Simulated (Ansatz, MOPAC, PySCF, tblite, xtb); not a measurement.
Potential energy surface of O₂Se, singlet: map of symmetric stretch and bend. Scanned: Se-O bond length and O-Se-O angle.

Levels: GFN2-xTB, 300 K electronic temperature (tblite); RHF/cc-pVDZ (PySCF); r2SCAN/cc-pVDZ (PySCF); B3LYP/cc-pVDZ (PySCF); RKS-PBE/cc-pVDZ = Ansatz (a quantum-chemistry and plane-wave program) with restricted PBE/cc-pVDZ; MP2 on RHF/cc-pVDZ, 11 core orbitals frozen (PySCF); CCSD on RHF/cc-pVDZ, 11 core orbitals frozen (PySCF); CCSD(T) on RHF/cc-pVDZ, 11 core orbitals frozen (PySCF); PM6, restricted, heats of formation (MOPAC); AM1, restricted, heats of formation (MOPAC); GFN1-xTB (xtb); RKS-B3LYP/6-31G* = PySCF with restricted B3LYP/6-31G*, spherical d; RMP2/6-31G* = restricted MP2 (frozen core)/6-31G*, spherical d (PySCF); RHF/LANL2DZ = restricted Hartree-Fock/LANL2DZ, with its core potentials past Ne in PySCF; RHF/3-21G = restricted Hartree-Fock/3-21G (PySCF 2.14.0).

Energies in kcal/mol at chosen points (x: Se-O bond length (Å); y: O-Se-O angle (°)), relative to x = 1.61, y = 110.91:

```csv
method,"(1.77, 162.73)","(1.93, 145.45)","(1.85, 145.45)","(1.37, 145.45)","(1.93, 128.18)","(1.37, 119.55)","(2.17, 154.09)"
GFN2-xTB,74.4,86.8,67.8,99.3,73.7,60.4,153.0
RHF,90.9,114.1,87.7,128.1,100.5,91.8,175.1
r2SCAN,48.7,65.2,46.3,157.6,55.5,126.3,131.5
B3LYP,50.9,68.1,48.3,157.2,57.6,125.8,138.2
RKS-PBE/cc-pVDZ,39.7,53.2,36.5,165.7,44.6,136.1,113.0
MP2,46.5,84.3,49.0,159.9,64.7,130.0,236.6
CCSD,56.8,73.3,53.7,151.1,62.6,119.8,132.8
CCSD(T),43.1,53.5,39.4,157.2,45.3,127.0,38.5
PM6,68.4,104.8,76.0,82.7,88.2,72.7,208.8
AM1,69.6,83.6,59.5,84.2,65.2,60.2,180.8
GFN1-xTB,51.4,85.7,60.6,110.3,79.5,80.6,169.3
RKS-B3LYP/6-31G*,53.4,71.9,51.5,148.7,61.2,118.9,143.3
RMP2/6-31G*,48.1,86.6,51.0,155.7,66.7,126.9,241.5
RHF/LANL2DZ,62.2,59.7,45.9,182.9,47.4,142.1,96.0
RHF/3-21G,82.7,89.2,70.4,173.1,75.3,132.8,132.5
```
